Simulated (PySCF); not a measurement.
# Excitation energy of In⁺ by level of theory

In⁺ [Kr] 4d10 5s2 (1S) → In⁺ [Kr] 4d10 5s1 6s1 (3S), as a difference of total energies. Computed with PySCF 2.14 in aug-cc-pwCVDZ-PP with ECP28MDF (6s5p4d1f, 48 functions), with a scalar-relativistic core potential. Correlated levels: valence and next inner shell: nothing frozen outside the core potential. The calculations carry no spin-orbit coupling.

```csv
method,excitation energy (eV),error (eV)
UHF,10.126,-1.519
MP2 (valence and next inner shell),11.526,-0.119
SCS-MP2 (valence and next inner shell),11.546,-0.099
CCSD (valence and next inner shell),11.398,-0.247
CCSD(T) (valence and next inner shell),11.467,-0.178
```

Reference: 11.645 eV (measured; NIST levels).

Errors of the correlated levels include the incompleteness of this basis.
